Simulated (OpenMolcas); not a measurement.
Re4+ (d3) in a complex was computed by CASSCF with the d shell active (OpenMolcas, ANO-RCC-VTZP on the metal). Its lowest spin-free states, and all those of the highest spin:

```csv
2S+1,Degeneracy,E (cm-1)
4,1,0.0
4,1,1223
4,1,8391
2,1,8420
2,1,9129
4,1,11060
2,1,11902
2,1,12144
2,1,13098
2,1,13775
2,1,14459
2,1,15650
4,1,52740
4,1,62138
4,1,63466
4,1,68909
4,1,73244
4,1,84141
```

Question: Is the site octahedral, tetrahedral or cube-like, axial, or of lower symmetry?

Answer: The states with 2S+1 = 4 have orbital degeneracies 1, 1, 1, 1, 1, 1, 1, 1, 1, 1. No state of this spin is degenerate, so the site is of lower symmetry, with no axis of order three or more. The run had Re4+ with 4 ligands (water) in square-planar coordination (D2h) at 1.86 Å. Ligand basis ANO-RCC-VDZP.

Spin-orbit coupling mixes the spin-free states strongly: the lowest level takes only 64 % from its leading state, 2S+1 = 4. Without dynamic correlation the repulsion within the d shell is too large (B by tens of per cent), so at a given field states of lower spin stand too high. The least metal-like active orbital is 69 % on the metal (Löwdin) and no ligand orbital is active, so the numbers are rough. With metal d orbitals alone the field can be off either way by tens of per cent. Ligand-to-metal charge-transfer states are missing. With no ligand orbital active B as a rule stays too high, so bands that hang on it stand too high and its fall with covalency is understated. No measured value stands beside these numbers; the geometry is a model, was not optimised and need not be the one that this ion takes.
